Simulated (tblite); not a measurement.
Species: C₅H₉FSeSi.
Numbering: `[CH2:1]=[CH:2][C@@:3]1([CH3:4])[Se:5][CH2:6][Si@H:7]1[F:8]` (hydrogens: H9, H10 on C1; H11 on C2; H12, H13, H14 on C4; H15, H16 on C6; H17 on Si7)

Computed with GFN2-xTB (tblite), gas phase: L-BFGS steps from a force-field or distance-geometry start until the largest atomic force falls under 0.01 eV/Å.

Step 0: E = -677.7739 eV
```
atom  x, y, z in Å  |  force x, y, z in eV/Å
C1     -2.1921    0.9813    0.3699   -0.877   0.842   0.067
C2     -0.9078    0.9387    0.0931    0.528  -0.022   0.061
C3     -0.0895   -0.2972    0.0339   -1.165   0.319   0.093
C4     -0.8721   -1.5615   -0.0085   -0.173  -1.232   0.367
Se5     1.1918   -0.0823   -1.4280    0.535   0.429  -1.228
C6      2.1500    0.9022   -0.0322    0.410   0.648   0.575
Si7     1.4098   -0.3835    1.1179    0.948   0.164   1.873
F8      1.2232    0.0714    2.7101    0.133  -0.342  -0.896
H9     -2.6447    1.9879    0.3871   -0.093  -0.904   0.102
H10    -2.8165    0.1087    0.5718    0.253   0.619  -0.130
H11    -0.3754    1.8831   -0.0843   -0.222  -0.475   0.053
H12    -0.1809   -2.4264    0.1703   -0.732   0.538  -0.170
H13    -1.3244   -1.6966   -0.9932   -0.313  -0.045   0.243
H14    -1.6288   -1.5380    0.8083    0.470  -0.300  -0.722
H15     1.7475    1.9292    0.1553    0.570  -0.771  -0.487
H16     3.2345    0.8697   -0.1230   -0.174   0.319  -0.223
H17     2.0683   -1.6746    0.8909   -0.097   0.213   0.421
```

Step 1: E = -677.9392 eV
```
atom  x, y, z in Å  |  force x, y, z in eV/Å
C1     -2.2046    0.9933    0.3709    0.608   0.146  -0.185
C2     -0.9002    0.9384    0.0940   -0.927   0.039   0.296
C3     -0.1061   -0.2927    0.0353   -0.108  -0.204   0.321
C4     -0.8745   -1.5791   -0.0032   -0.194  -0.272  -0.113
Se5     1.1994   -0.0761   -1.4456    0.396   0.462  -0.722
C6      2.1558    0.9115   -0.0240    0.213  -0.144   0.457
Si7     1.4233   -0.3812    1.1446    0.375   0.254   0.405
F8      1.2251    0.0666    2.6973    0.078  -0.153  -0.166
H9     -2.6460    1.9750    0.3886   -0.380  -0.176   0.111
H10    -2.8129    0.1175    0.5700    0.099   0.453  -0.087
H11    -0.3786    1.8763   -0.0836   -0.041  -0.233   0.014
H12    -0.1914   -2.4188    0.1679   -0.319   0.058  -0.065
H13    -1.3289   -1.6973   -0.9897   -0.302  -0.114   0.239
H14    -1.6221   -1.5423    0.7979    0.132  -0.340  -0.353
H15     1.7557    1.9182    0.1483    0.371  -0.262  -0.367
H16     3.2320    0.8742   -0.1262    0.054   0.321  -0.219
H17     2.0670   -1.6715    0.8970   -0.056   0.167   0.434
```

Task: Estimate the geometry and energy of step 2. (The exact step hangs on the optimiser's Hessian estimate; all steps are aligned on step 1, rigid shifts and turns removed.)

Result: E = -678.0049 eV, largest force 0.694 eV/Å
```
atom  x, y, z in Å  |  force x, y, z in eV/Å
C1     -2.1974    1.0006    0.3676   -0.680  -0.067   0.123
C2     -0.9155    0.9391    0.1001    0.629  -0.113  -0.064
C3     -0.1144   -0.2949    0.0420    0.253  -0.204   0.272
C4     -0.8793   -1.5910   -0.0035   -0.043   0.314  -0.306
Se5     1.2100   -0.0648   -1.4663    0.184   0.463  -0.229
C6      2.1622    0.9121   -0.0120    0.173  -0.492   0.172
Si7     1.4357   -0.3753    1.1626    0.005   0.108  -0.538
F8      1.2273    0.0617    2.6893    0.017   0.028   0.473
H9     -2.6539    1.9667    0.3913   -0.428   0.126   0.092
H10    -2.8096    0.1297    0.5676    0.053   0.331  -0.066
H11    -0.3806    1.8692   -0.0830   -0.042  -0.208   0.026
H12    -0.2016   -2.4147    0.1657   -0.011  -0.308  -0.014
H13    -1.3365   -1.6997   -0.9837   -0.328  -0.145   0.072
H14    -1.6170   -1.5506    0.7871   -0.188  -0.328  -0.009
H15     1.7660    1.9089    0.1386    0.199   0.102  -0.251
H16     3.2321    0.8822   -0.1317    0.218   0.277  -0.186
H17     2.0653   -1.6671    0.9077   -0.011   0.116   0.432
```

The energy changes by -0.0657 eV. The first-order estimate −F·Δx gives -0.1232 eV and the mean of the old and new forces, exact on a quadratic surface, -0.0652 eV. The step makes an angle of 19° with the force vector and moves no atom by more than 0.026 Å.

The cost below is that of the whole relaxation. The run took 2.2 s of wall time on one thread, Intel Xeon at 2.70 GHz (x86_64), shared host with 64 logical CPUs at a one-minute load of 14.
